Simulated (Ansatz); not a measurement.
`[OH][SnH]([Br])[Br]` and `[OH][SnH]([Cl])[Br]` differ in one atom or group.

Ansatz, PBE0-D4/def2-TZVP geometries, multiplicity 1. Each molecule was computed in one conformer, which needn't be the lowest.

Elements past krypton have def2 core potentials. Scalar relativity is left out up to krypton. Spin–orbit coupling is left out; it splits and shifts lone-pair levels of the heavy atoms by tenths of an eV.

| property | `[OH][SnH]([Br])[Br]` |
| --- | --- |
| HOMO–LUMO gap (PBE0/def2-TZVPP) / eV | 6.51 |
| ideal-gas entropy at 298 K and 1 bar (rigid rotor, harmonic PBE0-D4/def2-TZVP) / J/(mol·K) | 379 |
| size of the dipole moment (ωB97M-V/def2-TZVPP) / D | 0.61 |
| HOMO energy (PBE/def2-TZVPP) / eV | -7.29 |
| HOMO–LUMO gap (PBE/def2-TZVPP) / eV | 4.31 |
| HOMO energy (ωB97M-V/def2-TZVPP) / eV | -10.81 |

Give the same properties after the change, and the shifts. (An estimate is asked.)

Computed: 
| property | `[OH][SnH]([Cl])[Br]` | shift |
| --- | --- | --- |
| HOMO–LUMO gap (PBE0/def2-TZVPP) / eV | 6.83 | 0.32 |
| ideal-gas entropy at 298 K and 1 bar (rigid rotor, harmonic PBE0-D4/def2-TZVP) / J/(mol·K) | 367 | -12 |
| size of the dipole moment (ωB97M-V/def2-TZVPP) / D | 0.81 | 0.20 |
| HOMO energy (PBE/def2-TZVPP) / eV | -7.42 | -0.13 |
| HOMO–LUMO gap (PBE/def2-TZVPP) / eV | 4.55 | 0.24 |
| HOMO energy (ωB97M-V/def2-TZVPP) / eV | -11.02 | -0.21 |

With PBE0 the HOMO falls by 0.18 eV and the LUMO rises by 0.13 eV, so the gap widens by about 0.31 eV. PBE moves the HOMO by -0.13 eV and ωB97M-V by -0.21 eV. Dipoles are sizes alone; their direction can turn.
